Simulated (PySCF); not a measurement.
C3H9Sb, SMILES [CH3][Sb]([CH3])[CH3] (connectivity only; charge and spin as stated), charge +1, multiplicity 2.

The structure is a stationary point at r2SCAN-D4/def2-SVP. The spin state was assumed, not searched. The isomer is the one that the SMILES or the coordinates give; other isomers of the formula were not compared. The def2 effective core potentials stand for the cores of Sb; spin–orbit coupling is left out.

Method: PySCF with TDA-PBE/def2-SVPD.

Vertical excitations; the highest root listed may be one member of a degenerate set. Isolated molecule, no solvent.

Computed lowest excited states:
| state | energy (eV) | λ (nm) | f | main pairs |
|---|---|---|---|---|
| root 1 | 3.09 | 401 | 0.012 | β HOMO→LUMO (degenerate set) |
| root 2 | 3.09 | 401 | 0.012 | β HOMO−1→LUMO (degenerate set) |
| root 3 | 4.75 | 261 | 0.000 | β HOMO−2→LUMO 100 % |
| root 4 | 4.97 | 249 | 0.011 | β HOMO−4→LUMO (degenerate set) |
| root 5 | 4.97 | 249 | 0.011 | β HOMO−3→LUMO (degenerate set) |
| root 6 | 5.20 | 239 | 0.003 | β HOMO−5→LUMO (degenerate set) |
| root 7 | 5.20 | 239 | 0.003 | β HOMO−6→LUMO (degenerate set) |
| root 8 | 5.33 | 233 | 0.005 | α HOMO→LUMO 31 %, β HOMO−7→LUMO 68 % |
| root 9 | 5.59 | 222 | 0.014 | α HOMO→LUMO 67 %, β HOMO−7→LUMO 31 % |
| root 10 | 5.84 | 212 | 0.050 | α HOMO→LUMO+1 95 % |
Unrestricted roots are not spin-pure.
